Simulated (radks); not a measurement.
The numbers below are computed, except where a source is named.
Species: Si. Configuration: [Ne] 3s2 3p2 (the NIST ground configuration).

Code: a radial shooting solver on a logarithmic mesh with Libxc functionals. Model: scalar-relativistic Kohn-Sham, r2SCAN, spin-unpolarised, spherical densities, finite nucleus; meta-GGA in the generalised Kohn-Sham scheme; Fermi nuclear charge, rms radius 3.1224 fm.

Energy parts (Ry):
total: -579.88417
kinetic: 581.33377
electron-nucleus: -1384.03974
Hartree: 264.35057
exchange-correlation: -41.52876

Orbitals (lengths in bohr, moments of r in powers of bohr; <r^-3> diverges for s and p1/2):
| orbital | occ. | eigenvalue (Ry) | <r^2> | <r^-3> |
|---|---|---|---|---|
| 1s | 2 | -132.1009 | 0.01668 | - |
| 2s | 2 | -10.55280 | 0.3819 | - |
| 2p | 6 | -7.18381 | 0.3628 | 48.31 |
| 3s | 2 | -0.82164 | 5.587 | - |
| 3p | 2 | -0.30176 | 9.225 | 2.329 |

The highest occupied level is 3p at -4.106 eV. The electron density at the nucleus is 1910 e/bohr^3 (large components only).
